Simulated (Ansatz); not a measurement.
One change: `[CH3][GeH]([OH])[F]` becomes `C#[C][GeH]([CH3])[F]`.

Ansatz, PBE0-D4/def2-TZVP geometries, multiplicity 1. Each molecule was computed in one conformer, which needn't be the lowest.

Scalar relativity is left out up to krypton.

```
                                        property  `[CH3][GeH]([OH])[F]`
             HOMO–LUMO gap (PBE/def2-TZVPP) / eV                   7.02
              LUMO energy (PBE0/def2-TZVPP) / eV                   0.64
           HOMO energy (ωB97M-V/def2-TZVPP) / eV                 -11.24
  size of the dipole moment (PBE/def2-TZVPP) / D                   1.77
               HOMO energy (PBE/def2-TZVPP) / eV                  -7.32
size of the dipole moment (B3LYP/def2-TZVPP) / D                   1.89
```

Question: What does the change do to each property? (Estimate.)

Answer: Computed: 
```tsv
property	`C#[C][GeH]([CH3])[F]`	shift
HOMO–LUMO gap (PBE/def2-TZVPP) / eV	5.73	-1.29
LUMO energy (PBE0/def2-TZVPP) / eV	-0.46	-1.10
HOMO energy (ωB97M-V/def2-TZVPP) / eV	-10.59	0.65
size of the dipole moment (PBE/def2-TZVPP) / D	2.40	0.63
HOMO energy (PBE/def2-TZVPP) / eV	-7.12	0.20
size of the dipole moment (B3LYP/def2-TZVPP) / D	2.52	0.63
```

With PBE0 the HOMO rises by 0.58 eV and the LUMO falls by 1.10 eV, so the gap narrows by about 1.68 eV. PBE moves the HOMO by 0.20 eV and ωB97M-V by 0.65 eV. The zero-point energy changes by 13.8 kJ/mol with +3 modes. Dipoles are sizes alone; their direction can turn.

B3LYP here is the variant with VWN-RPA as its local correlation; programs differ in this.
